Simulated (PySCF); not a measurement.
First SCF of a structure search on singlet As₂H₆, at a hand-made doubly bridged geometry. PySCF input:

```python
from pyscf import gto, scf, dft
mol = gto.M(atom='''
As     1.106100     0.000000     0.000000
As    -1.106100     0.000000     0.000000
H      0.000000     1.186100     0.000000
H      0.000000    -1.186100     0.000000
H      1.871100     0.000000     1.315800
H      1.871100     0.000000    -1.315800
H     -1.871100     0.000000     1.315800
H     -1.871100     0.000000    -1.315800''',
    basis={'As': 'def2-TZVP', 'H': 'def2-TZVP'},
    charge=0, spin=0)
mf = dft.RKS(mol, xc='PBE0')
mf.grids.atom_grid = (50, 194)
aux = {'As': 'def2-universal-JKFIT', 'H': 'def2-universal-JKFIT'}
mf = mf.density_fit(auxbasis=aux)
mf.conv_tol = 1e-08
mf.diis_space = 10
mf.max_cycle = 60
mf.init_guess = 'minao'
mf.verbose = 4
mf.kernel()
```

Excerpt of the output (cycles and frontier levels):

```
init E= -4473.63506753355
  HOMO = -0.136023062193296  LUMO = -0.083391890488218  gap/eV = 1.43217
cycle= 1 E= -4474.41049785731  delta_E= -0.775  |g|= 0.478  |ddm|= 4.32
  HOMO = -0.144567893634342  LUMO = -0.0594388019856789  gap/eV = 2.31648
cycle= 2 E= -4474.41684121126  delta_E= -0.00634  |g|= 0.406  |ddm|= 0.465
  HOMO = -0.139771204422189  LUMO = -0.0506430072969435  gap/eV = 2.42530
cycle= 3 E= -4474.42667525752  delta_E= -0.00983  |g|= 0.0389  |ddm|= 0.271
  HOMO = -0.145177701052884  LUMO = -0.0549671009714707  gap/eV = 2.45476
cycle= 4 E= -4474.42699465956  delta_E= -0.000319  |g|= 0.00958  |ddm|= 0.139
  HOMO = -0.144110857140221  LUMO = -0.0531539635986285  gap/eV = 2.47506
cycle= 5 E= -4474.4270207178  delta_E= -2.61e-05  |g|= 0.00267  |ddm|= 0.0285
  HOMO = -0.144183167305983  LUMO = -0.0534998704006924  gap/eV = 2.46762
cycle= 6 E= -4474.42702289165  delta_E= -2.17e-06  |g|= 0.000133  |ddm|= 0.0053
  HOMO = -0.144188084290491  LUMO = -0.0534980394513465  gap/eV = 2.46780
cycle= 7 E= -4474.42702290703  delta_E= -1.54e-08  |g|= 4.08e-05  |ddm|= 0.00126
  HOMO = -0.144185272644824  LUMO = -0.0534894568849467  gap/eV = 2.46796
cycle= 8 E= -4474.42702290795  delta_E= -9.2e-10  |g|= 7.68e-06  |ddm|= 0.000243
  HOMO = -0.144183906320524  LUMO = -0.0534883377693909  gap/eV = 2.46795
Extra cycle  E= -4474.42702290799  delta_E= -4.09e-11  |g|= 6.06e-06  |ddm|= 7e-05
converged SCF energy = -4474.42702290799
```

No lower solution of this spin was found from smeared starts or by a stability analysis within the restricted form, which does not test spin polarisation.

The search for the lowest solution, 3 starts and the stability check together, took 59 s on 4 threads of a shared Arm Neoverse V1 host, with 132 basis functions; the process peaked at 0.91 GiB. Launch command: `OMP_NUM_THREADS=4 python axn.py task.json out`.
